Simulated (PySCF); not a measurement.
C7H10N2.
SMILES with atom numbers: `[CH:1]#[C:2][CH2:3][N:4]1[CH2:5][C@H:6]([CH3:7])[CH:8]=[N:9]1` (hydrogens: H10 on C1; H11, H12 on C3; H13, H14 on C5; H15 on C6; H16, H17, H18 on C7; H19 on C8)

Structure used (PBE0-D3(BJ)/def2-SVP), in Å, numbered top down from 1:
```xyz
19
C7H10N2 angstrom
C      3.886   -0.272    0.098
C      2.816   -0.828    0.000
C      1.527   -1.507   -0.089
N      0.466   -0.619   -0.495
C      0.089    0.469    0.399
C     -1.324    0.811   -0.083
C     -2.278    1.305    0.990
C     -1.674   -0.509   -0.727
N     -0.658   -1.258   -0.933
H      4.838    0.221    0.176
H      1.576   -2.315   -0.835
H      1.308   -1.988    0.891
H      0.803    1.301    0.344
H      0.056    0.107    1.452
H     -1.263    1.571   -0.887
H     -3.284    1.479    0.578
H     -1.930    2.255    1.425
H     -2.369    0.571    1.805
H     -2.665   -0.810   -1.074
```

The closed-shell ground state was solved at several levels (PySCF, density fitting, gas phase, non-relativistic).

```json
{"level": "KT3/pcSseg-1", "basis functions": "203", "total energy (Eh)": "-388.2055", "HOMO (eV)": "-5.03", "LUMO (eV)": "-0.91", "gap (eV)": "4.12", "dipole (D)": "2.02"}
{"level": "CAM-B3LYP/def2-SVPD", "basis functions": "260", "total energy (Eh)": "-381.6844", "HOMO (eV)": "-7.47", "LUMO (eV)": "1.04", "gap (eV)": "8.51", "dipole (D)": "2.25"}
```

**Question.** What might PBE0/pcSseg-1 (203 basis functions) give for the same quantities?

**Answer.** Total energy -381.6497 Eh, HOMO -6.12 eV, LUMO 0.08 eV, gap 6.20 eV, dipole 2.21 D.

**Question.** Over all these levels, which gives the widest orbital gap and which the narrowest?

**Answer.** CAM-B3LYP/def2-SVPD (range-separated hybrid) has the widest, 8.51 eV, and KT3/pcSseg-1 (GGA) the narrowest, 4.12 eV. Functional and basis both differ between the two, so the spread mixes both effects.

**Question.** How far do the dipole and the HOMO energy spread over the levels?

**Answer.** The dipole runs from 2.02 to 2.25 D (mean 2.16 D) and the HOMO from -7.47 to -5.03 eV.

One conformer stands for the species.
